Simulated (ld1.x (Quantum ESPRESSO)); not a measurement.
# cerium: variants of one TM potential

Base potential:

* Element: Ce (Z = 58)
* Generator: ld1.x (Quantum ESPRESSO) 7.5
* Type: norm-conserving Troullier–Martins (Kleinman–Bylander form)
* Functional: PBEsol
* Relativity: scalar-relativistic
* Frozen core: [Kr] 4d10 5s2
* Valence charge: 10
* Reference configuration: 4f1 5p6 5d1 6s1 6p0 (charge +1)
* Partial waves: 6s (bound): rc 2.75 bohr; 5d (bound): rc 3.55 bohr; 4f (bound): rc 0.85 bohr; 5p (bound): rc 2.10 bohr
* Local potential: the p channel
* Core correction: none

All-electron outer shells of the reference configuration (PBEsol, scalar-relativistic, ld1.x):

```tsv
shell	level (eV)	outermost node (bohr)	outermost maximum (bohr)
4d	-116.34	0.31	0.66
5s	-46.54	0.75	1.37
5p	-29.13	0.81	1.55
4f	-11.34	–	0.71
5d	-8.59	0.92	2.12
6s	-8.52	1.81	3.54
6p	-5.44	2.12	4.38
```

Cutoffs, loose and tight: the cutoffs (Ry, on a coarse ladder) from which the occupation-weighted sum of valence levels, in a spherical-Bessel basis at the reference potential, stays within 10 and 1 mRy of its value at 400 Ry. They do not see the model core or the augmentation charge, which bear on the density cutoff. Test errors are all-electron minus pseudo excitation energies from the reference, over the configurations 4f1 5p6 5d1 6s2 6p0; 4f1 5p6 5d1 6s0 6p0; 4f1 5p6 5d0 6s0 6p0; 4f1 5p6 5d1.5 6s1.5 6p0; 4f1 5p5 5d1 6s2 6p0; 4f1 5p6 5d1 6s1.5 6p0; 4f0 5p6 5d0 6s0 6p0. A dash means not determined; rows that change the core or the reference have their own tests. The largest error is taken over the tests solved by every variant that gives reliable tests at all: 4f0 5p6 5d0 6s0 6p0; 4f1 5p5 5d1 6s2 6p0; 4f1 5p6 5d0 6s0 6p0; 4f1 5p6 5d1 6s0 6p0; 4f1 5p6 5d1 6s1.5 6p0.

A true bound ghost makes a file unfit for plane-wave use even where its test errors are small: the radial tests pick states by their node count and pass the ghost by. Where a test does run into it, the solver fails or the error is huge.

```tsv
change	outcome	cutoff, loose	cutoff, tight	bound ghosts	largest test error (meV)
base	generated	over 300 Ry	over 300 Ry	s	+370
wave 5d (bound): rc 3.55 bohr becomes 5d (bound): rc 2.22 bohr	generated	over 300 Ry	over 300 Ry	s	+338
wave 5d (bound): rc 3.55 bohr becomes 5d (bound): rc 2.56 bohr	generated	over 300 Ry	over 300 Ry	s	+333
wave 5d (bound): rc 3.55 bohr becomes 5d (bound): rc 3.02 bohr	generated	over 300 Ry	over 300 Ry	s	+331
wave 5d (bound): rc 3.55 bohr becomes 5d (bound): rc 3.30 bohr	generated	over 300 Ry	over 300 Ry	s	+342
wave 5d (bound): rc 3.55 bohr becomes 5d (bound): rc 3.74 bohr	generated	over 300 Ry	over 300 Ry	s	+400
wave 5d (bound): rc 3.55 bohr becomes 5d (bound): rc 4.00 bohr	generated	over 300 Ry	over 300 Ry	s	+471
wave 5d (bound): rc 3.55 bohr becomes 5d (bound): rc 4.24 bohr	generated	over 300 Ry	over 300 Ry	s	+539
wave 5d (bound): rc 3.55 bohr becomes 5d (bound): rc 5.08 bohr	generated	over 300 Ry	over 300 Ry	s	+941
```

Question: What comes out with this change to the base: wave 5d (bound): rc 3.55 bohr becomes 5d (bound): rc 4.70 bohr?

Answer: outcome: generated; cutoff, loose: over 300 Ry; cutoff, tight: over 300 Ry; bound ghosts: s; largest test error (meV): +734.

Question: What comes out with this change to the base: wave 5d (bound): rc 3.55 bohr becomes 5d (bound): rc 5.32 bohr?

Answer: outcome: generated; cutoff, loose: over 300 Ry; cutoff, tight: over 300 Ry; bound ghosts: s; largest test error (meV): +1111.

Reading the sweep of the d radius (base included, trends over the rows without a ghost): Bound ghosts are found at 2.22, 2.56, 3.02, 3.3, 3.55, 3.74, 4, 4.24, 4.7, 5.08, 5.32 bohr. Every judged row has one, so this setting neither creates nor removes them.
